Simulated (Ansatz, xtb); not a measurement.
# Relative energy of two isomers of C4H6BrClO

Structure X is `Cl[C@@H]1COC[C@H]1Br`, a singlet and structure Y is `Cl[C@@H]1COC[C@@H]1Br`, a singlet. Both are isolated molecules in the gas phase, relaxed with PBE-D3(BJ)/def2-SVP, each in the lowest conformer that the search found.

Problem. Estimate which is lower in electronic energy at CCSD(T)/def2-SVP + ΔMP2/def2-TZVPP, and by roughly how much.

Solution. The CCSD(T)/def2-SVP + ΔMP2/def2-TZVPP calculation puts structure X lower, by 10.3 kJ/mol.

Level by level:

```tsv
level	geometry	E(Y) − E(X) (kJ/mol)	departure from the last row (kJ/mol)	job, with rough time for the two
GFN2-xTB	GFN2-xTB	+8.9	−1.4	optimisation, 0.27 s
HF/STO-3G	GFN2-xTB	+4.7	−5.6	single point, 0.88 s
r2SCAN-D4/def2-SVP	GFN2-xTB	+10.2	−0.1	single point, 9 s
PBE-D3(BJ)/def2-SVP	PBE-D3(BJ)/def2-SVP	+9.3	−1.0	optimisation, 73 s
HF/def2-SVP	PBE-D3(BJ)/def2-SVP	+10.5	+0.1	part of the CCSD(T) run
MP2/def2-SVP	PBE-D3(BJ)/def2-SVP	+8.9	−1.4	part of the CCSD(T) run
CCSD(T)/def2-SVP	PBE-D3(BJ)/def2-SVP	+9.8	−0.5	single point
CCSD(T)/def2-SVP + ΔMP2/def2-TZVPP	PBE-D3(BJ)/def2-SVP	+10.3		single point, 4 min
```

As drawn, both hold the same kinds of bond in the same numbers.

None of the levels shown reverses the order. The largest departure from CCSD(T)/def2-SVP + ΔMP2/def2-TZVPP is that of HF/STO-3G, 5.6 kJ/mol. The last row adds to CCSD(T) the change of the MP2 difference between the two basis sets, here +0.5 kJ/mol.

With thermal terms from frequencies at re-optimised GFN2-xTB minima (ideal gas, soft modes damped towards free rotors, one conformer each, 298.15 K, 1 atm): the zero-point term adds +0.1 kJ/mol; ΔH is +10.4 and ΔG +10.9 kJ/mol.

The correlated steps freeze 19 core orbitals; the filled d shell of Br is correlated, in a basis made for valence electrons. Programs: Ansatz 0.2.0, xtb 6.7.1; the last row on 2 threads of Arm Neoverse V2 on a shared host.
